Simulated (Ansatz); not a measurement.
# Abstraction of Cl: InHCl2 + C2HF2 → InHCl + C2HClF2

Gas-phase species: InHCl2 `[Cl][InH][Cl]`, singlet; C2HF2 `F/[C]=C\F`, doublet; InHCl `[Cl][InH]`, doublet; C2HClF2 `F/C=C(\F)Cl`, singlet. A radical takes Cl: the energy is the difference in strength between the In–Cl bond broken and the C–Cl bond made.

Shapes, held fixed at every level: PBE0-D4/def2-TZVP. Programs: Ansatz 0.2.0. The zero-point and thermal change to 298 K, harmonic and unscaled (PBE0-D4/def2-TZVP), is +0.2 kJ/mol.

**Question.** Estimate ΔH(298 K) of this reaction.

**Answer.** B2PLYP/def2-TZVPP gives ΔH(298 K) = -21.9 kJ/mol; the levels span -57.8 to +39.4. They disagree on the sign: 1 of 7 are positive. The median of the levels is -21.9. No measured value is set beside it here. Spin contamination: C2HF2 (⟨S²⟩ up to 0.94). Open shells run unrestricted. For atoms past krypton def2 sets carry core potentials with scalar relativity. Outer-core shells of In are correlated, in sets that cover them unevenly. Times are processor times on shared x86 and Arm servers, and rough.

| level | kind | ΔH(298 K) (kJ/mol) | CPU time (sum over the molecules) |
| --- | --- | --- | --- |
| HF/def2-SVP | Hartree–Fock | +39.4 | – |
| SPW92/def2-TZVPP | LDA | -57.8 | 6 s |
| BHLYP-D4/def2-TZVPP | global hybrid | -11.3 | 14 s |
| PBE0-D4/def2-TZVPP | global hybrid | -25.7 | 13 s |
| wB97M-V/def2-TZVPP | range-separated hybrid | -23.3 | 48 s |
| wB97X-V/def2-TZVPP | range-separated hybrid | -14.6 | 36 s |
| B2PLYP/def2-TZVPP | double hybrid | -21.9 | 22 s |
